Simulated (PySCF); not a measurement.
## Partial charges of [YF6]3-

Compound: [YF6]3- (charge -3 and singlet state).
Geometry (PBE0-D3(BJ)/def2-SVP, Å), atoms numbered from 1 in this order:
```
atom  x, y, z in Å
Y1    -0.0001   -0.0003    0.0000
F2    -0.0271   -0.0143    2.2103
F3     0.0264    0.0140   -2.2103
F4     2.2102    0.0094    0.0282
F5    -2.2104   -0.0083   -0.0275
F6    -0.0068    2.2101    0.0157
F7     0.0078   -2.2107   -0.0163
```

Density: PBE0/pcSseg-1 (def2-TZVP on Y) (PySCF); schemes: Mulliken and ESP-fitted. Whether so highly charged an anion holds all its electrons in the gas phase wasn't checked; a finite basis holds them in any case. No counter-ion or solvent screens the charge of this multiply charged ion. Atoms past krypton carry effective core potentials; spin–orbit coupling is left out. The pcSseg-1 basis has no diffuse functions, a weakness for an anion. The HOMO energy is positive at this level (+4.98 eV), so the outermost electrons may be held by the finite basis alone.

Task: Atoms with like bonding are taken together and averaged. At which atom do the 2 schemes differ most?

Result: At Y1: from +0.896 (Mulliken) to +1.887 e (ESP-fitted), 0.991 e apart.

Task: Which atoms carry the lowest charge in the Mulliken and ESP-fitted schemes?

Result: All schemes agree: Mulliken F2 (×6) (-0.649); ESP-fitted F2 (×6) (-0.814).

Task: Tabulate the Mulliken and ESP-fitted charges.

Result: In e; atoms taken as equivalent share a row and are averaged (×n: the atom named and its like, n in all):

| atom | environment | Mulliken | ESP-fitted |
| --- | --- | --- | --- |
| Y1 | yttrium bonded to 6 F | +0.896 | +1.887 |
| F2 (×6) | fluorine bonded to Y | -0.649 | -0.814 |

Mean size of the charges over all atoms: ESP-fitted 0.968 e, Mulliken 0.685 e. Each set sums to the total charge, -3, to within 0.001 e. The ESP scheme is a least-squares fit of atom-centred charges to the potential on four shells outside the van der Waals surface, with the total charge fixed.

Task: Sum the charges by element, for elements with more than one atom.

Result: 
```csv
element,atoms,Mulliken,ESP-fitted
F,6,-3.896,-4.886
```

Task: How many electrons does the Mulliken scheme count on F6?

Result: Its own charge is -0.649 e, so Z − q = 9.649.

These values come from a run that also computed NMR shieldings. Time: 9.5 s of wall time. Hardware: Arm Neoverse V2, one thread, on a shared host.
